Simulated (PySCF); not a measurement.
CH₃Se, SMILES C[Se] (connectivity only; charge and spin as stated), charge -1, multiplicity 1. Heavy atoms are numbered as in [CH3:1][Se:2]. Hydrogens are named by the atom that carries them.

Geometry: ωB97X-D3(BJ)/def2-TZVPD. The multiplicity is an assumed one; other spin states were not compared. The isomer is the one that the SMILES or the coordinates give; other isomers of the formula were not compared.

Level of theory: PySCF with CAM-B3LYP/def2-TZVPD.

ESP charges are fitted to the potential on shells at 1.4 to 2.0 van der Waals radii. Atomic charges (e), one atom of each kind:

```tsv
atom	IAO	ESP fit
C1 (CH3)	-0.52	[?]
Se2	-0.82	[?]
H on C1	0.11	[?]
```

Question: Some entries are withheld; supply them. (The exact figures need the calculation; the answer reports its results.)

Answer: 
- C1 (CH3), ESP fit: -0.39
- Se2, ESP fit: -0.95
- H on C1, ESP fit: 0.12
